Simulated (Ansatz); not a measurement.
A thermochemical cycle in electronic energies (no zero-point or thermal terms), species as SMILES, kcal/mol. Each molecule is optimised on its own at B3LYP-D3(BJ)/def2-TZVP (Ansatz, an electronic-structure program), one conformer each, not searched for the lowest. Valence correlation only, unless marked. UHF or UKS for open shells. Spin-orbit coupling is left out. Non-relativistic. CBS(X,Y): correlation extrapolated as X^-3; Hartree-Fock from the larger set. [CCSD(T)-MP2]/basis is that difference in the basis named. Anions need diffuse functions, of which def2-TZVPD holds fewer than the aug- sets.

```tsv
step	RI-MP2/CBS(aug-cc-pV(T+d)Z,aug-cc-pV(Q+d)Z)+[CCSD(T)-MP2]/aug-cc-pV(T+d)Z (Ansatz)	B3LYP-D3(BJ)/def2-TZVPD (Ansatz + dftd3)
electron affinity EA, positive where the anion is bound: [NH]B(N)Cl + e- → [NH-]B(N)Cl	57.6	54.2
deprotonation energy A: NB(N)Cl -> [NH-]B(N)Cl + H+	379.2	379.8
ionisation of the H atom at the same level, IE	313.7	315.1
```

Find the bond energy D: NB(N)Cl -> [NH]B(N)Cl + H atom.

Breaking the bond, ionising the H atom and attaching the electron to the radical add up to the deprotonation, A = D + IE - EA. At RI-MP2/CBS(aug-cc-pV(T+d)Z,aug-cc-pV(Q+d)Z)+[CCSD(T)-MP2]/aug-cc-pV(T+d)Z: D = A - IE + EA = 379.2 - 313.7 + 57.6 = 123.1. At B3LYP-D3(BJ)/def2-TZVPD: D = A - IE + EA = 379.8 - 315.1 + 54.2 = 118.9. The functional differs from the first level by -4.2 in D, -3.4 in EA and +0.6 in A; for EA and A the gap mixes functional and basis.
